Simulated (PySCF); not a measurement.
B(F)(GeH3)(H), SMILES F[BH][GeH3] (H₄BFGe) (B3LYP/def2-SVP optimised geometry):

```
7

B     -0.589     0.824     0.000
F      0.191     1.887    -0.087
Ge     0.238    -1.095     0.000
H     -0.245    -1.873    -1.247
H      1.782    -1.095     0.000
H     -0.251    -1.887     1.235
H     -1.782     1.025     0.073
```

Method: B3LYP/def2-TZVP (PySCF).

Problem. What are the frontier orbital energies and the dipole moment?

Solution. HOMO-2 -9.41 eV, HOMO-1 -9.34 eV, HOMO -7.94 eV, LUMO -1.92 eV, LUMO+1 0.47 eV; dipole moment 0.53 D.

On the same geometry PBE/def2-TZVP in PySCF gives HOMO-2 -8.33 eV, HOMO-1 -8.24 eV, HOMO -6.84 eV, LUMO -2.68 eV, LUMO+1 -0.05 eV; dipole moment 0.44 D.

Meta-Löwdin charges at B3LYP/def2-TZVP: B1 0.22, F2 -0.26, Ge3 0.19, H4 -0.05, H5 -0.05, H6 -0.05, H7 0.00.
